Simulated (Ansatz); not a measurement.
The cluster Li6Al, relaxed as a doublet with UKS PBE0-D4/def2-TZVP in Ansatz, starting from the GFN1-xTB geometry. Force threshold 0.02 eV/Å.

Another isomer (doublet) lies 0.02 eV lower at PBE0-D4/def2-TZVP; other spin states weren't run for this one.

Start:

```xyz
7

Al    1.332   -0.528   -0.180
Li    0.706    0.638   -2.547
Li    0.638   -1.158    2.354
Li   -0.717    0.690    1.412
Li    0.301    2.012   -0.581
Li   -1.236    0.083   -1.127
Li   -1.024   -1.736    0.669
```

```json
{"step": "1", "energy (eV)": "-7817.5604", "largest force component (eV/Å)": "1.017", "SCF passes": "28"}
{"step": "2", "energy (eV)": "-7818.3209", "largest force component (eV/Å)": "0.640", "SCF passes": "36"}
{"step": "3", "energy (eV)": "-7818.7335", "largest force component (eV/Å)": "0.330", "SCF passes": "34"}
{"step": "4", "energy (eV)": "-7818.9216", "largest force component (eV/Å)": "0.166", "SCF passes": "28"}
{"step": "5", "energy (eV)": "-7819.0173", "largest force component (eV/Å)": "0.086", "SCF passes": "27"}
{"step": "6", "energy (eV)": "-7819.0270", "largest force component (eV/Å)": "0.022", "SCF passes": "28"}
{"step": "7", "energy (eV)": "-7819.0273", "largest force component (eV/Å)": "0.014", "SCF passes": "27"}
```

Force components are those of the run's own axes.

End:

```xyz
7

Al    0.5928   -0.2323   -0.0764
Li    1.1155    0.0320   -2.6320
Li    1.3504   -1.0066    2.3114
Li   -1.1395    0.6115    1.6870
Li    0.6737    2.3313   -0.3976
Li   -1.5905    0.4644   -1.3303
Li   -1.0023   -2.2003    0.4378
```

Bonds lost: Li2–Li5, Li3–Li7, Li4–Li5, Li6–Li7 (atoms count from 1). Metal–metal contacts that move far: Li2–Li6 2.47 to 3.03 Å, Li3–Li4 2.48 to 3.03 Å, Li5–Li6 2.53 to 3.08 Å, Li4–Li7 2.56 to 3.08 Å.

No frequencies were taken in this run, so the end may be a saddle point.

Hardware: 4 threads of Arm Neoverse V2 on a shared host. Wall time 11 s.
